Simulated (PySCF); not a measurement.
## EPR parameters of [C6H15N]+

C₆H₁₅N (charge +1 and doublet state).
Cartesian coordinates in Å at the GFN2-xTB level; atoms count from 1:
```xyz
22
C6H15N angstrom
C     -1.8563   -1.4557   -0.2471
C     -1.6284   -0.0109    0.0899
C     -0.2772    0.5271   -0.4057
C     -0.2110    2.0397   -0.2747
C      0.8401   -0.1675    0.4458
C      2.2186    0.3794    0.0216
N      0.8176   -1.5779    0.2597
H     -1.9741   -1.6153   -1.3169
H     -0.9449   -2.0182    0.0606
H     -2.6940   -1.8836    0.2982
H     -1.7371    0.1665    1.1617
H     -2.4005    0.5845   -0.4103
H     -0.1315    0.2420   -1.4517
H     -1.0397    2.4947   -0.8123
H     -0.2740    2.3461    0.7664
H      0.6974    2.4445   -0.7104
H      0.6604    0.0541    1.5013
H      2.3062    1.4164    0.3294
H      3.0001   -0.1944    0.5146
H      2.3566    0.3124   -1.0546
H      1.0596   -2.1589    1.0514
H      1.2017   -1.9055   -0.6196
```

The hyperfine couplings belong to this conformer and change with its torsions.

Identity: `CC[C@@H](C)[C@H](C)[NH2+]` [radical] (charge +1).

The calculation used UKS B3LYP, pcH-1 on C H N, non-relativistic, mean-field spin-orbit, GIAO in PySCF 2.14.0. Isolated species at its GFN2-xTB geometry (one conformer only). Couplings are sensitive to structure, and on GFN2-xTB geometries they can be far from those on DFT ones, by a factor of two or more for some ions and for spin on atoms past the first row. The SCF solution wasn't tested for stability.

* g1, g2, g3: 2.00222, 2.00345, 2.00459
* g_iso: 2.00342
* Form of g: rhombic: the two nearest values differ by 48 % of g3 − g1
* ⟨S²⟩: 0.7543 (exact 0.7500)
* α and β electrons: 29, 28
* Basis functions: 325

Isotropic coupling and dipolar principal values T1 to T3, in 10⁻⁴ cm⁻¹ (1 × 10⁻⁴ cm⁻¹ = 2.998 MHz):

```tsv
atom	isotope	a_iso	T1	T2	T3	Mulliken spin population
C1	13C	6.5	-5.9	-5.7	11.6	0.14
C2	13C	-1.6	-1.7	-1.3	3.0	0.02
C3	13C	1.3	-3.6	-3.1	6.6	0.08
C4	13C	-0.4	-0.3	-0.1	0.5	0.00
C5	13C	-5.6	-3.4	-2.2	5.6	0.00
C6	13C	17.6	-3.6	-3.5	7.1	0.09
N7	14N	22.5	-10.1	-10.1	20.1	0.61
H8	1H	2.5	-2.5	-0.4	2.9	0.00
H9	1H	49.5	-8.3	-4.8	13.1	0.02
H10	1H	12.8	-2.7	-0.9	3.6	0.01
H11	1H	1.3	-0.9	-0.6	1.5	0.00
H12	1H	36.3	-1.2	-1.0	2.2	0.04
H13	1H	-1.9	-1.3	-0.6	2.0	0.00
H14	1H	5.2	-0.5	-0.2	0.7	0.01
H15	1H	0.0	-0.6	-0.3	0.9	0.00
H16	1H	1.4	-0.6	-0.3	0.9	0.00
H17	1H	-0.6	-1.5	-1.1	2.6	0.00
H18	1H	10.7	-1.8	-0.5	2.3	0.01
H19	1H	-2.0	-2.3	-0.2	2.5	0.00
H20	1H	-2.2	-1.9	-0.8	2.7	0.00
H21	1H	-9.5	-11.5	-3.1	14.6	-0.01
H22	1H	-11.0	-11.1	-3.2	14.3	-0.02
```

The Mulliken spin populations are largest on N7 (+0.61), C1 (+0.14), C6 (+0.09) and C3 (+0.08). The angles at N7 add up to 346.7°, so it is slightly pyramidal.

Axes: g3 points within 15° of the C1–H8 bond.

Under fast tumbling the dipolar parts average out, and these isotropic splittings remain (the largest six): 1 × 1H (H12, I = 1/2, 2 lines) with 3.89 mT, 1 × 14N (N7, I = 1, 3 lines) with 2.40 mT, 3 × 1H (H8/H9/H10, I = 1/2, 4 lines) with 2.31 mT, 2 × 1H (H21/H22, I = 1/2, 3 lines) with 1.09 mT, 3 × 1H (H14/H15/H16, I = 1/2, 4 lines) with 0.24 mT and 3 × 1H (H18/H19/H20, I = 1/2, 4 lines) with 0.24 mT.

Means are taken over nuclei equivalent by connectivity, which assumes that they swap fast. The three 1H nuclei of mean +64.8 MHz run from 7.6 to 148.4 MHz in the frozen geometry. The three 1H nuclei of mean +6.6 MHz run from -6.5 to 32.2 MHz in the frozen geometry.

The 13C coupling of C6 (52.9 MHz) shows only in satellite lines or after enrichment, since that isotope makes up about 1.07 % of natural carbon.

β density exceeds α density at some nuclei, such as C5 (-0.0149), H21/H22 (-0.0069) and C2 (-0.0043), spin density in bohr⁻³. In a single determinant that takes different orbitals for the two spins, that is spin polarisation.

Time: 2.0 min of wall time (grids of density and orbitals included); peak memory 0.97 GiB. Hardware: an Arm Neoverse V1 with one thread, no GPU, on a shared host.
